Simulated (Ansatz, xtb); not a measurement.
Molecule: sum formula HSF$_{2}$, net charge 1, singlet state. It need not be the lowest isomer of its formula. SMILES: F[SH+]F
Geometry from a B3LYP-D3(BJ)/def2-TZVP (Ansatz, a first-principles code) optimisation:
```xyz
4

F     -1.1826    -0.4559     0.1935
S     -0.0085     0.4211    -0.2493
F      1.1977    -0.4304     0.1552
H      0.0004     1.2393     0.8511
```
Charge +1, spin multiplicity 1.

Harmonic wavenumbers from GFN2-xTB (xtb, at its own minimum), cm⁻¹: 299, 774, 796, 870, 898, 2013.

**Question.** Give the harmonic wavenumbers at B3LYP-D3(BJ)/def2-TZVP (Ansatz, finite differences of forces, unscaled).

**Answer.** 383, 926, 949, 1062, 1071, 2486 cm⁻¹. Zero-point energy 9.8 kcal/mol.

**Question.** From these and the geometry, give the ideal-gas thermochemistry at 298.15 K and 1 atm (rigid rotor, harmonic oscillator).

**Answer.** Point group Cs, rotational symmetry number 1. Rotational constants 27.3, 9.093, 7.157 GHz. S(trans) 38.70, S(rot) 22.72, S(vib) 1.41, S(elec, spin only) 0.00, S 62.8 cal/(mol K). H(298) - H(0) 2.67 kcal/mol; G - E(el) -6.2 kcal/mol.
